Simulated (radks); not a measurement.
Spherical quantum dot in the effective-mass picture: electrons in a parabolic well V = omega^2 r^2 / 2 with omega = 0.723, with a point charge +1 (a donor) at the centre, all in effective atomic units (hartree* = m*/eps^2 hartree, bohr* = eps/m* bohr), one dielectric constant everywhere. Method: non-relativistic Kohn-Sham, LDA (Slater exchange, Perdew-Wang correlation), spin-polarised, spherical densities; computed with a radial shooting solver with Libxc functionals. Levels are named by radial order and angular momentum (1s, 1p, 1d, 2s, ...), and open shells are averaged over m. Results are scaled to m* = 0.209 and eps = 9.7, for which hartree* = 60.44 meV and bohr* = 2.456 nm.

N = 26, configuration 1s2 1p6 1d10 2s2 1f(up 6, down 0). This is the lowest configuration that the search found. Occupied and some empty levels:

level,occupation,eigenvalue (meV),<r> (nm)
1s up,1,576.15,4.147
1s down,1,577.13,4.005
1p up,3,600.71,6.412
1p down,3,603.25,6.320
2s up,1,614.09,6.172
2s down,1,616.42,6.240
1d up,5,620.92,7.377
1d down,5,624.01,7.340
1f up,6,642.92,8.062
1f down,0,646.23,8.058
2p up,0,648.43,6.873
2p down,0,650.40,6.914
1g up,0,666.95,8.620
1g down,0,670.28,8.637
2d up,0,676.82,7.666
2d down,0,678.87,7.680

Energy (meV): total 9816.88, kinetic 1025.9, external 2948.4, Hartree 6446.9, exchange-correlation -604.32.

Electron density:

r (nm),n(r) (e/nm^3)
0.292,0.05039
1.39,0.02120
2.49,0.01044
3.59,0.007601
4.70,0.007971
5.80,0.008663
6.90,0.008021
8.00,0.005841
9.10,0.003181
10.2,0.001245
11.3,0.0003437
12.4,0.00006615
13.5,8.925e-06
14.6,8.458e-07
